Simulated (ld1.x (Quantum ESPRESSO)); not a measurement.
**Ranking ultrasoft potentials for lead (Pb)**

All share these settings but for the change named:

lead (Pb), ultrasoft, made with ld1.x (Quantum ESPRESSO) 7.5 (PBE, scalar-relativistic). Core [Xe] 4f14, reference 5d10 6s2 6p1.5 (charge +0.5). Waves: 6s (bound): rcut 1.45, rcutus 1.90 bohr; 6s channel at 1.2 Ry: rcut 1.45, rcutus 1.90 bohr; 6p (bound): rcut 1.60, rcutus 2.15 bohr; 6p channel at 1.85 Ry: rcut 1.60, rcutus 2.15 bohr; 5d (bound): rcut 0.90, rcutus 1.20 bohr; 5d channel at -1.15 Ry: rcut 0.90, rcutus 1.20 bohr. Local part: all-electron potential smoothed inside 1.95 bohr (lloc = -1). Core correction: a·sin(br)/r model core inside 0.70 bohr. Augmentation charge: built from norm-conserving waves at rcut, not smoothed further.

Cutoff: the first of the cutoffs (Ry, on a coarse ladder) from which the occupation-weighted sum of valence levels, in a spherical-Bessel basis at the reference potential, stays within 10 and 1 mRy of its value at 400 Ry; the density cutoff is not measured.

The base gives 80 Ry.

Of 6 variants that were run, those that failed, showed a ghost or another fault, or gave nearly equal values are left out.

Problem. Rank these variants from softest to hardest (loose cutoff).
A. all radii but the core radius scaled by about 1.04 (s 1.98, p 2.24, d 1.26 bohr, rcut 1.52/1.68/0.94); local potential all-electron potential smoothed inside 2.04 bohr (lloc = -1)
B. all radii but the core radius scaled by about 1.36 (s 2.58, p 2.92, d 1.64 bohr, rcut 1.96/2.18/1.22); local potential all-electron potential smoothed inside 2.64 bohr (lloc = -1)
C. all radii but the core radius scaled by about 1.17 (s 2.24, p 2.52, d 1.40 bohr, rcut 1.70/1.88/1.06); local potential all-electron potential smoothed inside 2.28 bohr (lloc = -1)

Solution. B (45 Ry), C (55 Ry), A (70 Ry).
